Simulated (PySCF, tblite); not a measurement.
`C/C(=C/C(=O)F)C(C)C`. Computed geometry: GFN2-xTB, gas phase.

```
atom  x, y, z in Å
C1    -1.9390   -1.0917   -0.2786
C2    -0.8144   -0.1292   -0.0787
C3    -1.1049    1.1777    0.0622
C4    -0.2126    2.2939    0.2645
O5     0.9673    2.3901    0.3591
F6    -0.9532    3.4532    0.3583
C7     0.5483   -0.7705   -0.0568
C8     1.2391   -0.5749    1.2961
C9     1.4339   -0.2657   -1.1996
H10   -1.8172   -1.6033   -1.2334
H11   -2.9090   -0.6025   -0.2619
H12   -1.9135   -1.8534    0.5001
H13   -2.1449    1.4764    0.0260
H14    0.4019   -1.8472   -0.2025
H15    0.5930   -0.9046    2.1070
H16    1.4948    0.4676    1.4501
H17    2.1544   -1.1607    1.3226
H18    1.6748    0.7833   -1.0664
H19    2.3619   -0.8317   -1.2137
H20    0.9343   -0.3963   -2.1575
```

(1) What is the longest distance between nuclei?

(2) Work out the bond lengths C1–H12, C4=O5, C4–F6, C7–C9, C8–H15 in bohr.

(3) How far apart are these pairs, which share no bond: C2···H10, C3···F6, H12···H18, H13···H16, H13···H20?

(4) What are the angles H10–C1–H12, C1–C2–C7, C4–C3–H13, C3–C4–F6, C9–C7–H14, C8–C7–H14, C7–C8–H15, C7–C9–H18?

(5) What is the repulsion energy of the bare nuclei, Σ ZA·ZB/RAB?

(6) Give the dihedral angles C1–C2–C7–C8, H11–C1–C2–C3, C2–C7–C8–H17.

(7) How far are the heavy atoms from their best plane (unweighted least squares)?

(8) Where is the centre of mass (commonest isotopes), and what is the radius of gyration?

(9) Write the matrix of distances between heavy atoms (Å, lower triangle).

Answers

(1) F6···H17 and F6···H19, 5.646 Å down to 5.641 Å.

(2) For C1–H12 the difference vector is (0.0255, -0.7617, 0.7787) Å, of length 1.0896 Å. 1 bohr = 0.529177 Å. C1–H12 2.059; C4=O5 2.244; C4–F6 2.606; C7–C9 2.894; C8–H15 2.056 bohr.

(3) C2···H10 2.124 Å (2 bonds apart); C3···F6 2.300 Å (2 bonds apart); H12···H18 4.720 Å (5 bonds apart); H13···H16 4.036 Å (5 bonds apart); H13···H20 4.214 Å (5 bonds apart).

(4) From the scalar product of the two bond vectors; for H10–C1–H12 it is -0.3507 Å² over 1.0901 × 1.0896 Å², cos θ = -0.2953. H10–C1–H12 107.2°; C1–C2–C7 114.1°; C4–C3–H13 112.7°; C3–C4–F6 109.1°; C9–C7–H14 107.6°; C8–C7–H14 107.6°; C7–C8–H15 110.6°; C7–C9–H18 110.8°.

(5) 464.19 Eh over 190 pairs, with full nuclear charges and distances in bohr; the largest single term is 21.39 Eh (C4 with O5).

(6) C1–C2–C7–C8 -117° (anticlinal); H11–C1–C2–C3 -1° (synperiplanar); C2–C7–C8–H17 172° (antiperiplanar). Dihedral signs follow IUPAC: positive where, seen along the central bond, the front bond turns clockwise onto the rear one.

(7) 0.595 Å rms; C1 0.00, C2 0.00, C3 0.00, C4 0.00, O5 0.00, F6 0.00, C7 0.00, C8 1.27, C9 1.26 Å (magnitudes).

(8) Mass 130.079 u; centre at (-0.092, 0.807, 0.092) Å; Rg = √(Σ m r²/M) = 2.145 Å. As Ia + Ib + Ic = 2 Σ m r², the three principal moments sum to 1197.5 u·Å².

(9) 
```
C1    0.000
C2    1.494  0.000
C3    2.442  1.346  0.000
C4    3.839  2.520  1.443  0.000
O5    4.580  3.117  2.419  1.188  0.000
F6    4.694  3.612  2.300  1.379  2.195  0.000
C7    2.518  1.506  2.558  3.174  3.215  4.502  0.000
C8    3.584  2.511  3.176  3.377  3.121  4.681  1.532  0.000
C9    3.593  2.516  3.181  3.377  3.115  4.686  1.531  2.522  0.000
```

Its GFN2-xTB frequencies are all real (lowest 42 cm⁻¹). The numbers are those of one conformer.
